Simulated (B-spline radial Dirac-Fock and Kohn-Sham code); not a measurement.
**Dipole and non-dipole photoemission parameters of Gd⁺ 4p3/2**

System: the Gd⁺ ion in the configuration [Xe] 4f7 5d1 6s1; threshold 285.2 eV (orbital energy of the model). Level of theory: Dirac-Hartree-Slater photoionisation with a Latter tail; cross sections with all multipoles, angular parameters from the dipole term and its interference with E2; a radial atomic solver.

For linearly polarised light dσ/dΩ = σ/(4π) [1 + β P₂(cos θ) + (δ + γ cos²θ) sin θ cos φ], with θ from the polarisation vector and φ the angle between the beam and the projection of the electron momentum on the plane normal to the polarisation.

| hν (eV) | σ (kb) | β | γ | δ |
| --- | --- | --- | --- | --- |
| 300 | 293 | -0.864 | -0.089 | 0.040 |
| 333 | 282 | -0.305 | -0.150 | 0.052 |
| 350 | 276 | -0.093 | -0.153 | 0.063 |
| 492 | 221 | 0.821 | 0.139 | 0.056 |
| 580 | 190 | 1.070 | 0.242 | 0.040 |
| 589 | 187 | 1.089 | 0.248 | 0.039 |
| 800 | 132 | 1.378 | 0.272 | 0.016 |
| 1320 | 64.1 | 1.619 | 0.092 | 0.002 |
| 1330 | 63.4 | 1.621 | 0.088 | 0.002 |
| 2000 | 31.6 | 1.706 | -0.030 | 0.002 |
| 2890 | 15.7 | 1.729 | -0.005 | 0.004 |
| 2984.4 | 14.7 | 1.730 | 0.004 | 0.005 |
| 3990 | 8.01 | 1.719 | 0.143 | 0.008 |
| 4460 | 6.29 | 1.710 | 0.220 | 0.009 |
| 5130 | 4.61 | 1.694 | 0.334 | 0.011 |
| 5410 | 4.09 | 1.687 | 0.383 | 0.012 |
| 5414.7 | 4.08 | 1.687 | 0.384 | 0.012 |
| 5970 | 3.26 | 1.672 | 0.479 | 0.014 |
| 6000 | 3.23 | 1.671 | 0.485 | 0.014 |
| 6680 | 2.51 | 1.653 | 0.601 | 0.017 |
| 8820 | 1.27 | 1.595 | 0.948 | 0.028 |
| 12000 | ? | ? | ? | ? |
| 15000 | 0.312 | 1.439 | 1.705 | 0.069 |

**Question.** Give the values at 12000 eV.

**Answer.** σ = 0.572 kb, β = 1.511, γ = 1.382, δ = 0.048.

Values without a named source are computed, but for edge energies of neutral atoms, which are taken from tables.
